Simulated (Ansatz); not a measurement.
# Which level was it?

C2H5BO: 9 atoms, total charge 0, spin state singlet. As SMILES, `B1CCO1`. Geometry: relaxed at PBE0-D4/def2-TZVP.

| atom | x (Å) | y (Å) | z (Å) |
| --- | --- | --- | --- |
| B | -0.4026 | 0.3017 | -1.0820 |
| C | 0.5060 | 0.6170 | 0.1710 |
| C | -0.0986 | -0.7196 | 0.6177 |
| O | -0.8848 | -0.8785 | -0.5962 |
| H | -0.6970 | 0.7728 | -2.1395 |
| H | 0.2363 | 1.4790 | 0.7822 |
| H | 1.5862 | 0.6141 | 0.0210 |
| H | -0.7576 | -0.6813 | 1.4872 |
| H | 0.6006 | -1.5515 | 0.7215 |

A calculation with Ansatz 0.2.0 gave:

```yaml
total_energy: -178.9473 Eh
HOMO_energy: -7.89 eV
LUMO_energy: -0.30 eV
HOMO–LUMO_gap: 7.59 eV
```

Q: Which of these levels gave the numbers?
A. HF/STO-3G
B. PBE0/def2-SVP
C. B3LYP/6-31G* (Cartesian functions)
D. HSE06/def2-SVP

A: D. The others give -178.9573 Eh (PBE0/def2-SVP), -175.9674 Eh (HF/STO-3G), -179.3053 Eh (B3LYP/6-31G* (Cartesian functions)).
